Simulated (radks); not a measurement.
Problem. Valence configurations of the molybdenum ion Mo3+ (all share [Kr]). Method: Dirac Kohn-Sham, PBE, spin-unpolarised, spherical densities, point nucleus; open shells fill j = l - 1/2 first; computed with a radial shooting solver on a logarithmic mesh with Libxc functionals. Order these by energy: 5p3; 4d1 5s1 5p1; 5s2 5p1; 4d1 5s2; 4d2 5s1; 4d2 5p1; 4d3; 4d1 5p2; 5s1 5p2.

Solution. From the lowest, in eV above it: 4d3 0.000; 4d2 5s1 7.144; 4d2 5p1 13.178; 4d1 5s2 15.957; 4d1 5s1 5p1 22.298; 4d1 5p2 28.666; 5s2 5p1 33.180; 5s1 5p2 39.865; 5p3 47.099. NIST lists [Kr] 4d3 as the ground configuration; this level of theory agrees among the configurations tried. The energies are those of spherical spin-averaged densities, not of single terms.
